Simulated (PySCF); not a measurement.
C2H5FO2Si, SMILES CC(=O)O[SiH2]F.

Geometry optimised at B3LYP-D3(BJ)/def2-SVP. Other conformers were not sampled.

Method: PBE/def2-TZVP (PySCF).

Symmetry labels are those of the subgroup Cs that the program uses (full group Cs).

Computed valence orbital energies around the gap with their symmetry:
```
orbital  symmetry  energy (eV)
-------  --------  -----------
HOMO−7         A"       -10.75
HOMO−6         A'       -10.34
HOMO−5         A'       -10.02
HOMO−4         A"        -9.87
HOMO−3         A'        -8.78
HOMO−2         A"        -8.58
HOMO−1         A"        -7.95
HOMO           A'        -6.77
LUMO           A"        -1.43
LUMO+1         A'        -0.39
LUMO+2         A'        -0.25
LUMO+3         A'         0.74
```
